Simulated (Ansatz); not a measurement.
Species: C$_{3}$H$_{4}$O, SMILES `C=C1CO1` (charge 0, multiplicity 1).

Give a relaxed geometry from B3LYP-D3(BJ)/def2-TZVP run with Ansatz (a program for electronic structure).

the end point of this relaxation (outside a Z-matrix the atoms follow the SMILES, hydrogens last).
Cartesian coordinates (Å) in one orientation:
```xyz
8

C      1.402     0.166    -0.222
C      0.123    -0.130    -0.133
C     -1.227     0.017     0.321
O     -0.761    -1.031    -0.618
H      2.064    -0.418    -0.846
H      1.801     1.001     0.333
H     -1.522    -0.360     1.294
H     -1.880     0.756    -0.130
```
